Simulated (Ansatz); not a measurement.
Basis-set extrapolation for C2H8OSSi, SMILES `C[SiH](O)CS` (PBE0-D4/def2-TZVP geometry, frozen core, the Gaussian-basis code of Ansatz). Multiplicity 1, RHF reference.

|  | def2-TZVPP | def2-QZVPP |
| --- | --- | --- |
| HF | -841.877269 | -841.905387 |
| MP2 correlation | -0.898481 | -0.966166 |
| CCSD(T) correlation | -0.991767 | not run |

Energies in hartree. Use E(X) = E(∞) + A·exp(−7.88·√X) for Hartree–Fock and E(X) = E(∞) + B·X^(−2.97) for correlation, with X = 3 and 4, and add CCSD(T) minus MP2 of the smaller set to the MP2 limit.

What is the CCSD(T) energy at the basis-set limit?

HF limit: -841.905387 + (-0.028118) × 0.13774 = -841.90926. MP2 limit: -0.966166 + (-0.067685) × 0.74074 = -1.01630. Higher-order term: -0.991767 − (-0.898481) = -0.09329. Total: -843.01885 hartree, 4.08 eV below CCSD(T)/def2-TZVPP.
